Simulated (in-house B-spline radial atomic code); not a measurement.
A run on an ion of nuclear charge 33 with 33.8 electrons that did not converge. Method: scalar-relativistic (X2C) PBEsol, spin-polarised, spherical fractional occupations, Fermi nucleus of rms radius 4.0968 fm; computed with an all-electron radial atomic-structure program (B-spline basis).

Command:
```bash
python run_scf.py task.json out
```
Settings (nuclear radius in fm, mass in u):
```
Z                33
configuration    [Ar] 3d10 4s2 4p3.8
hamiltonian      x2c
method           pbesol
spin_polarised   True
nucleus          fermi
rms_radius       4.0968
atomic_mass      74.92159
speed_of_light   137.035999084
```

First and last ten iterations of the last attempt (damped for 15 steps, keeping 80 % of the old Fock matrix, then DIIS):
```
 iter        energy (Eh)    residual
    1       -2258.400226    3.42e-01
    2       -2258.698347    9.49e-02
    3       -2258.835846    5.45e-02
    4       -2258.874787    3.77e-02
    5       -2258.886098    2.67e-02
    6       -2258.889740    1.93e-02
    7       -2258.832208    1.54e-02
    8       -2258.886758    1.13e-02
    9       -2258.890153    8.08e-03
   10       -2258.891356    5.91e-03
  111       -2258.837989    1.36e-02
  112       -2256.859085    6.31e-02
  113       -2256.844400    6.32e-02
  114       -2258.837754    1.37e-02
  115       -2258.837763    1.37e-02
  116       -2258.837734    1.37e-02
  117       -2256.793500    6.32e-02
  118       -2258.891715    1.78e-03
  119       -2257.538563    5.05e-02
  120       -2258.891678    1.81e-03
 not converged after 120 iterations
```

The smallest residual met was 6.8e-04; the threshold is about 3e-07. No energy from this run should be used. The likely cause: this method binds the added charge weakly or not at all at the basis-set limit, so charge moves back and forth between the atom and the box. Cost of the run: 1.7 s on 1 thread of Intel(R) Xeon(R) 6975P-C, on a shared host.
